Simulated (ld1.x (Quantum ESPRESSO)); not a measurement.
## Rh (Z = 45), TM: configuration errors across variants

```json
{"Element": "rhodium (Rh)", "Generator": "ld1.x (Quantum ESPRESSO) 7.5", "Type": "norm-conserving Troullier–Martins (Kleinman–Bylander form)", "Functional": "PBE", "Relativity": "scalar-relativistic", "Frozen core": "[Ar] 3d10", "Valence charge": "17", "Reference configuration": "4s2 4p6 4d9 5s0 5p0", "Partial waves": "4s (bound): rc 1.15 bohr; 4d (bound): rc 1.50 bohr; 4p (bound): rc 1.70 bohr", "Local potential": "the p channel", "Core correction": "none"}
```

All-electron excitation energies from the reference (eV): (1) 4s2 4p6 4d8 5s1 5p0 0.909; (2) 4s2 4p6 4d8 5s0 5p0 8.370; (3) 4s2 4p6 4d7 5s0 5p0 27.881; (4) 4s2 4p6 4d7 5s1 5p0 12.036; (5) 4s2 4p5 4d8 5s1 5p0 57.543; (6) 4s2 4p6 4d5 5s0 5p0 107.332; (7) 4s2 4p6 4d6 5s0 5p0 60.385.

The overlap operator is not positive definite (basis up to 400 Ry) in “type ultrasoft; waves now 4s (bound): rc 1.15 bohr; 5s (bound): rc 1.15 bohr; 4p (bound): rcut 1.50, rcutus 1.70 bohr; 5p (bound): rcut 1.50, rcutus 1.70 bohr; 4d (bound): rcut 1.30, rcutus 1.50 bohr; 4d channel at 0.6 Ry: rcut 1.30, rcutus 1.50 bohr; local potential all-electron potential smoothed inside 1.25 bohr (lloc = -1); augmentation PSQ, inside the norm-conserving radii”. Such files are unfit for use, however small their errors in these radial tests.

Tests that are not counted but printed errors over 1 eV. “type ultrasoft; waves now 4s (bound): rc 1.15 bohr; 5s (bound): rc 1.15 bohr; 4p (bound): rcut 1.50, rcutus 1.70 bohr; 5p (bound): rcut 1.50, rcutus 1.70 bohr; 4d (bound): rcut 1.30, rcutus 1.50 bohr; 4d channel at 0.6 Ry: rcut 1.30, rcutus 1.50 bohr; local potential all-electron potential smoothed inside 1.25 bohr (lloc = -1); augmentation PSQ, inside the norm-conserving radii”: 4s2 4p5 4d8 5s1 5p0 (solver errors, printed error -3.8 eV); 4s2 4p6 4d7 5s1 5p0 (solver errors, printed error -3.7 eV); 1 more.

2 further variants failed, have other tests or another functional or relativity, and are left out.

Errors AE − PS in meV (a dash: test not solved or not reliable):

| change | (1) | (2) | (3) | (4) | (5) | (6) | (7) | bound ghosts |
| --- | --- | --- | --- | --- | --- | --- | --- | --- |
| base | +214 | +3.4 | +21 | +338 | +333 | +153 | +66 | none |
| core correction a·sin(br)/r model core inside 1.08 bohr | +214 | +3.5 | +21 | +338 | +333 | +153 | +66 | none |
| wave 4s (bound): rc 1.15 bohr becomes 4s (bound): rc 0.98 bohr | +193 | +3.4 | +21 | +304 | +295 | +154 | +66 | none |
| wave 4p (bound): rc 1.70 bohr becomes 4p (bound): rc 2.54 bohr | -78 | -18 | -85 | -39 | -9.2 | -265 | -184 | none |
| type ultrasoft; waves now 4s (bound): rc 1.15 bohr; 5s (bound): rc 1.15 bohr; 4p (bound): rcut 1.50, rcutus 1.70 bohr; 5p (bound): rcut 1.50, rcutus 1.70 bohr; 4d (bound): rcut 1.30, rcutus 1.50 bohr; 4d channel at 0.6 Ry: rcut 1.30, rcutus 1.50 bohr; local potential all-electron potential smoothed inside 1.25 bohr (lloc = -1); augmentation PSQ, inside the norm-conserving radii | – | -0.4 | -0.1 | – | – | -9.3 | -1.6 | not determined (overlap not positive) |
| all radii scaled by about 1.26 (s 1.44, p 2.14, d 1.88 bohr) | +437 | +2.1 | +14 | +691 | +709 | +150 | +55 | none |
| wave 4d (bound): rc 1.50 bohr becomes 4d (bound): rc 1.44 bohr | +214 | +3.5 | +21 | +338 | +333 | +154 | +66 | none |

**Question.** Give the same row for: wave 4d (bound): rc 1.50 bohr becomes 4d (bound): rc 1.56 bohr.

**Answer.** +214, +3.3, +20, +338, +331, +152, +65; bound ghosts: none.
